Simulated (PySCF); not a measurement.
Cl3OTa, charge +1, doublet, geometry from GFN2-xTB (such geometries of metal compounds can be far from the true shape) (the multiplicity is a formal guess) (core potentials on Ta). Base run: PySCF with DF-B3LYP/def2-SVP.

Here is a job for PySCF.
```python
from pyscf import gto, scf, dft

mol = gto.M(
    atom='''
Ta    0.15842673    0.08948974   -0.15169773
O     1.30756044    0.73859534   -1.25202325
Cl    1.08231053   -0.91947321    1.59637879
Cl   -1.17662076   -1.43096683   -1.06449511
Cl   -1.20131534    1.61858630    0.70871162
''',
    basis='def2-svp',
    ecp={'Ta': 'def2-svp'},
    charge=1,
    spin=1,
    verbose=5,
)

mf = dft.UKS(mol)
mf.xc = 'b3lyp'
mf = mf.density_fit(auxbasis='def2-universal-jkfit')
mf.kernel()
```

The base run was repeated with changes; each row names its change, and settings that it needs were set with it.

| change | E (Eh) | HOMO (eV) | <S^2> | core-seconds (rough) | outcome |
|---|---|---|---|---|---|
| base | -1512.24825 | -15.00 | 0.767 | 40 | converged |
| functional = pbe0; dispersion = d3zero | -1511.62734 | -15.16 | 0.765 | 20 | converged |
| functional = bhandhlyp | -1511.98733 | -16.46 | 0.783 | 20 | converged |
| functional = r2scan | - | - | - | - | not converged |
| functional = bp86 | - | - | - | - | not converged |
| functional = camb3lyp | -1512.12309 | -16.48 | 0.774 | 20 | converged |
| functional = lc_wpbe | -1511.71799 | -17.95 | 0.788 | 30 | converged |
| functional = blyp; dispersion = d3zero | - | - | - | - | not converged |
| functional = pbe0; dispersion = d3bj | -1511.63139 | -15.16 | 0.765 | 20 | converged |
| functional = tpss | - | - | - | - | not converged |
| functional = tpssh | - | - | - | - | not converged |
| functional = blyp | - | - | - | - | not converged |
| functional = hf | -1509.03447 | -17.69 | 0.859 | 4 | converged |

Total energies compare only within one method and basis.

Open shells are given as the SCF converged; they aren't shown to be the lowest states, and a large step between rows can be another state.
